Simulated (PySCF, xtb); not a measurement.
C3H8O2Si, SMILES O(/C=C/C)[SiH2]O.

Geometry optimised at B3LYP-D3(BJ)/def2-SVP. The structure was generated by enumeration; whether it is a known compound was not checked. The values are those of a single conformer.

Calculation: IEF-PCM-M06-2X/def2-SVP in PySCF 2.14.0.

The values are the electrostatic part of the solvation free energy, E(continuum) − E(gas) at the gas-phase geometry, in a cavity of scaled van der Waals radii (PySCF's table); cavitation and dispersion terms are not included. In vacuum the orbital gap is 9.44 eV. The dipole moment in vacuum is 0.71 D.

Computed values in water (ε = 78.36), ethanol (ε = 24.85), diethylether (ε = 4.24):
| solvent | ε | ΔG(elec) (kcal/mol) | dipole (D) | gap (eV) |
|---|---|---|---|---|
| water | 78.36 | -5.6 | 0.79 | 9.55 |
| ethanol | 24.85 | -5.3 | 0.79 | 9.54 |
| diethylether | 4.24 | -3.7 | 0.77 | 9.52 |

For comparison, GFN2-xTB/ALPB(water) (xtb, at the GFN2-xTB geometry, all terms of that model) gives -4.2 kcal/mol.
